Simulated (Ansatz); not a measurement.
One change: `[SiH3]/C=C\S` becomes `C=CS`.

Ansatz, PBE0-D4/def2-TZVP geometries, multiplicity 1. Each molecule was computed in one conformer, which needn't be the lowest.

```
                                        property  `[SiH3]/C=C\S`
               LUMO energy (PBE/def2-TZVPP) / eV           -1.63
         HOMO–LUMO gap (ωB97M-V/def2-TZVPP) / eV           10.14
             HOMO–LUMO gap (PBE/def2-TZVPP) / eV            4.08
size of the dipole moment (B3LYP/def2-TZVPP) / D            0.54
           HOMO energy (ωB97M-V/def2-TZVPP) / eV           -8.86
           HOMO–LUMO gap (B3LYP/def2-TZVPP) / eV            5.63
```

**Question.** Give the same properties after the change, and the shifts. (Estimate.)

**Answer.** Ansatz gave: 
| property | `C=CS` | shift |
| --- | --- | --- |
| LUMO energy (PBE/def2-TZVPP) / eV | -0.94 | 0.69 |
| HOMO–LUMO gap (ωB97M-V/def2-TZVPP) / eV | 10.76 | 0.62 |
| HOMO–LUMO gap (PBE/def2-TZVPP) / eV | 4.50 | 0.42 |
| size of the dipole moment (B3LYP/def2-TZVPP) / D | 1.12 | 0.58 |
| HOMO energy (ωB97M-V/def2-TZVPP) / eV | -8.64 | 0.22 |
| HOMO–LUMO gap (B3LYP/def2-TZVPP) / eV | 6.11 | 0.48 |

With PBE0 the HOMO rises by 0.25 eV and the LUMO rises by 0.77 eV, so the gap widens by about 0.52 eV. PBE moves the HOMO by 0.27 eV and ωB97M-V by 0.22 eV. Dipoles are sizes alone; their direction can turn.

B3LYP here is the variant with VWN-RPA as its local correlation; programs differ in this.
